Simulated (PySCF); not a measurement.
A side-by-side comparison of computed properties.

First species: Quinoline, C9H7N.
Bonds: C1–C2 (aromatic), C2–C3 (aromatic), C3–C4 (aromatic), C4–N5 (aromatic), N5–C6 (aromatic), C6–C7 (aromatic), C7–C8 (aromatic), C8–C9 (aromatic), C9–C10 (aromatic), C1–C10 (aromatic), C4–C9 (aromatic). Hydrogens: H11 on C1; H12 on C2; H13 on C3; H14 on C6; H15 on C7; H16 on C8; H17 on C10.

Second species: C₉H₇N.
SMILES: `C=Cc1ccccc1C#N`

Levels: PBE0/pcSseg-1 for dipole moment, HOMO energy, LUMO energy and HOMO–LUMO gap; GFN2-xTB for rotational constant A and rotational constant C. Geometries: GFN2-xTB. Each species is one conformer at its optimised geometry, gas phase, non-relativistic unless stated; the electronic structure was computed with PySCF and density fitting.

The conformers computed, where there is a choice (atom-mapped SMILES and torsion angles):
- `[CH2:1]=[CH:2][c:3]1[cH:4][cH:5][cH:6][cH:7][c:8]1[C:9]#[N:10]`: C1–C2–C3–C4 15°

Values for the first species:

| Item | Value |
| --- | --- |
| Dipole moment | 2.07 D |
| HOMO energy | -6.88 eV |
| LUMO energy | -1.59 eV |
| HOMO–LUMO gap | 5.29 eV |
| Rotational constant A | 3.197 GHz |
| Rotational constant C | 0.918 GHz |

**Question.** Estimate the same properties for the second species, and the change in each.

**Answer.** 
| property | first | second | second less first |
| --- | --- | --- | --- |
| dipole moment | 2.07 D | 4.47 D | +2.40 D |
| HOMO energy | -6.88 eV | -7.21 eV | -0.33 eV |
| LUMO energy | -1.59 eV | -1.84 eV | -0.25 eV |
| HOMO–LUMO gap | 5.29 eV | 5.37 eV | +0.08 eV |
| rotational constant A | 3.197 GHz | 1.669 GHz | -1.528 GHz |
| rotational constant C | 0.918 GHz | 0.789 GHz | -0.129 GHz |

On the first: A dipole of 2.07 D is allowed in Cs, and pure rotational transitions are dipole-allowed. In atomic units the dipole is 0.82 e·bohr (1 au = 2.5417 D).

On the second: The dipole equals about 14.9 × 10⁻³⁰ C·m (1 D = 3.33564 × 10⁻³⁰ C·m). A dipole of 4.47 D is allowed in C1, and pure rotational transitions are dipole-allowed.
